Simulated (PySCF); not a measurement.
**Excitation energy of I²⁺ by level of theory**

I²⁺ [Kr] 4d10 5s2 5p3 (4S) → I²⁺ [Kr] 4d10 5s2 5p2 6s1 (4P), as a difference of total energies. All numbers are calculated (PySCF 2.14, scalar relativity through the core potential, in aug-cc-pwCVTZ-PP with ECP28MDF (8s7p6d4f1g, 96 functions)). Correlated levels: valence: 4s2 4p6 4d10 frozen; valence and next inner shell: nothing frozen outside the core potential. The calculations carry no spin-orbit coupling.

| method | excitation energy (eV) |
| --- | --- |
| UHF | 15.210 |
| LDA | 14.810 |
| PBE | 14.751 |
| PBE0 | 15.028 |
| r2SCAN | 15.470 |
| B2PLYP | 15.040 |
| TPSS | 15.059 |
| CAM-B3LYP | 15.021 |
| MP2 (valence) | 15.203 |
| SCS-MP2 (valence) | 15.200 |
| MP2 (valence and next inner shell) | 15.233 |
| SCS-MP2 (valence and next inner shell) | 15.201 |

**Question.** How much does correlation contribute at MP2 (valence and next inner shell)?

**Answer.** 15.233 − (15.210) = 0.023 eV, measured against UHF.

The promoted electron is Rydberg-like, and one or two diffuse shells describe it only roughly, which tends to raise the upper state.
